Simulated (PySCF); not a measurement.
**Ionisation energy of Bi by level of theory**

Bi [Xe] 4f14 5d10 6s2 6p3 (4S) → Bi⁺ [Xe] 4f14 5d10 6s2 6p2 (3P), as a difference of total energies. Calculation: PySCF 2.14, in Sapporo-DKH3-DZP-2012 (8s7p6d2f, 73 functions); scalar relativity by spin-free X2C-1e. Correlated levels: valence and next inner shell: [Kr] 4d10 4f14 frozen. The calculations carry no spin-orbit coupling.

```
                                method  ionisation energy (eV)  difference from reference (eV)
                                   UHF                   8.231                          +0.945
    MP2 (valence and next inner shell)                   8.599                          +1.313
SCS-MP2 (valence and next inner shell)                   8.455                          +1.169
   CCSD (valence and next inner shell)                   8.502                          +1.216
CCSD(T) (valence and next inner shell)                   8.514                          +1.228
```

Reference: 7.286 eV (measured; NIST Atomic Spectra Database, ionization energies).

Spin-orbit coupling is strong in these open shells (close to jj coupling). The scalar numbers leave it out and a first-order estimate fails, so it can dominate the gap to the real levels.

Errors of the correlated levels include the incompleteness of this basis and the frozen core.
